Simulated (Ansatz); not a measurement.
`[SiH3][SiH]1[O][AlH]1` + CH₄ → `C[SiH]1[O][AlH]1` + SiH₄  (formal exchange of groups at the Si–Si bond)

Program: Ansatz. Geometries: PBE0-D4/def2-TZVP. ΔE: electronic, gas phase. CCSD(T)/CBS is the MP2 limit (def2-TZVPP, def2-QZVPP) plus CCSD(T) − MP2 in def2-TZVPP, frozen cores. This one scheme is used for every species. DFT in def2-TZVPP. HSE06 is defined as in plane-wave codes.

`[SiH3][SiH]1[O][AlH]1`:

```xyz
9

Si    1.160    0.361   -1.253
Si   -0.639   -0.532   -0.054
O    -0.319   -0.954    1.559
Al   -1.508    0.268    1.893
H     0.646    0.907   -2.540
H     1.786    1.467   -0.481
H     2.203   -0.659   -1.555
H    -1.259   -1.637   -0.845
H    -2.070    0.778    3.276
```

CH₄:

Cartesian coordinates in Å:
```
C 0.000 0.000 0.000
H 0.613 0.507 -0.744
H 0.356 0.254 0.998
H 0.068 -1.078 -0.147
H -1.037 0.316 -0.108
```

`C[SiH]1[O][AlH]1`:

```xyz
9

C     0.594    0.339    1.380
Si   -0.628    0.053    0.002
O    -0.151    0.609   -1.515
Al   -0.318   -1.071   -1.956
H     0.251   -0.150    2.296
H     1.585   -0.043    1.133
H     0.673    1.411    1.582
H    -1.947    0.594    0.444
H    -0.058   -1.741   -3.364
```

SiH₄:

Z-matrix (Å, degrees):
```
Si
H 1 1.485
H 1 1.485 2 109.5
H 1 1.485 2 109.5 3 -120.0
H 1 1.485 2 109.5 3 120.0
```

| level | ΔE (kcal/mol) | difference from CCSD(T)/CBS |
| --- | --- | --- |
| PBE-D4 | 4.1 | 2.9 |
| BLYP-D4 | 2.4 | 1.2 |
| B97M-V | 3.0 | 1.8 |
| r2SCAN0-D4 | 1.8 | 0.6 |
| BHLYP-D4 | 1.0 | -0.2 |
| CAM-B3LYP-D4 | 0.4 | -0.8 |
| B2PLYP | 0.8 | -0.4 |
| r2SCAN | 2.2 | 1.0 |
| HSE06 | 3.0 | 1.8 |
| BHLYP | 0.2 | -1.0 |
| RPA@PBE/def2-TZVPP | 0.3 | -0.9 |
| HF/def2-SVP | -0.4 | -1.6 |
| CCSD/def2-SVP | 0.9 | -0.3 |
| MP2/def2-TZVPP | -0.2 | -1.4 |
| CCSD(T)/def2-TZVPP | 0.8 | -0.4 |
| MP2/CBS(def2) | 0.1 | -1.1 |
| CCSD(T)/CBS | 1.2 | 0 |

Largest T1 diagnostic among the species: 0.016.

From PBE to PBE0 (25 % exact exchange), in def2-TZVPP and without D4, ΔE moves by −0.9 kcal/mol. Leaving LDA and LC-ωPBE aside and taking each functional with its dispersion term where it has one, the values, not all of them listed here, spread over 4.3 kcal/mol, from ωB97M-V to PBE-D4. LDA lies −1.1 kcal/mol from PBE without D4.
